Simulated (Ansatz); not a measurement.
Frontier orbitals of C₂H₈NO₂Sc (`C[N](C)[Sc]([OH])[OH]`).

The species carries charge 0 and has multiplicity 1. Correlated methods include outer-core shells of Sc, which these sets cover unevenly. Scalar relativity is left out up to krypton. The structure was optimised at the PBE0-D4/def2-TZVP level. It is one conformer, not always the lowest. Basis def2-TZVPP, the Gaussian-basis code of Ansatz.

```
functional  HOMO (eV)  LUMO (eV)
   r2SCANh      -5.32      -1.42
```

Give HOMO and LUMO (eV) with LDA (SPW92), PBE, revPBE, BLYP, r2SCAN, B97M-V, PBE0, B3LYP, r2SCAN0, HSE06 (plane-wave form), BHLYP, CAM-B3LYP, LC-ωPBE, ωB97X-V, ωB97M-V. (An estimate is asked.)

Ansatz gave: 
| functional | HOMO | LUMO |
| --- | --- | --- |
| LDA (SPW92) | -4.82 | -2.28 |
| PBE | -4.68 | -2.07 |
| revPBE | -4.62 | -1.93 |
| BLYP | -4.59 | -2.09 |
| r2SCAN | -4.87 | -1.73 |
| B97M-V | -4.98 | -1.98 |
| PBE0 | -5.86 | -1.20 |
| B3LYP | -5.69 | -1.57 |
| r2SCAN0 | -6.01 | -0.99 |
| HSE06 (plane-wave form) | -5.46 | -1.57 |
| BHLYP | -7.00 | -0.58 |
| CAM-B3LYP | -7.22 | -0.45 |
| LC-ωPBE | -8.49 | 0.78 |
| ωB97X-V | -8.19 | 0.57 |
| ωB97M-V | -8.12 | 0.16 |

B3LYP here is the variant with VWN-RPA as its local correlation; programs differ in this. LC-ωPBE has ω = 0.4 bohr⁻¹. Positive LUMOs are unbound and depend on the basis.
